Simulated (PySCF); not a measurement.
C3H8AlClO, singlet, geometry from GFN2-xTB (such geometries of metal compounds can be far from the true shape). Base run: PySCF with B3LYP/6-31G.

Here is a job for PySCF.
```python
from pyscf import gto, scf, dft, solvent

mol = gto.M(
    atom='''
Al   -0.06718380    0.03570636   -0.03639241
Cl   -0.42032704   -0.08759106    1.96542874
C     1.67649971   -0.50626934   -0.87888482
C     2.70077162   -1.06276347    0.11273284
H     2.10454818    0.35611887   -1.40195587
H     1.48222431   -1.24706446   -1.66216073
H     2.31894410   -1.95447990    0.60590428
H     2.93104347   -0.33124191    0.88490531
H     3.62919855   -1.32529746   -0.39561502
O    -1.25188920    0.60761841   -1.03352420
C    -2.21410001    1.07798257   -1.93172062
H    -2.19662150    0.47882665   -2.84501773
H    -3.20803923    1.01386504   -1.48286128
H    -2.00626300    2.11949244   -2.18695717
''',
    basis='6-31g',
    verbose=3,
)

mf = dft.RKS(mol)
mf.xc = 'b3lyp'
mf.kernel()
```

Each row names what was changed in the base input (with any setting that the change needs).

| change | ΔE vs base (kcal/mol) | dipole (D) | HOMO-LUMO gap (eV) |
|---|---|---|---|
| base | 0.000 | 2.78 | 6.89 |
| model = IEF-PCM; solvent = toluene | -2.37 | 3.06 | 6.98 |
| model = IEF-PCM; solvent = dimethylsulfoxide | -5.12 | 3.34 | 7.08 |
| model = SS(V)PE; solvent = water | -5.16 | 3.34 | 7.08 |
| model = IEF-PCM; solvent = water; vdw_scale = 1.1 | -7.90 | 3.41 | 7.14 |
| model = IEF-PCM; solvent = n-hexane | -1.81 | 3.00 | 6.96 |
| model = IEF-PCM; solvent = acetonitrile | -5.06 | 3.34 | 7.08 |
| model = C-PCM; solvent = water | -5.24 | 3.35 | 7.08 |
| model = COSMO; solvent = water | -5.20 | 3.35 | 7.08 |

The base is the gas phase, so ΔE is the electrostatic part of solvation at a fixed geometry, without cavity and dispersion terms.
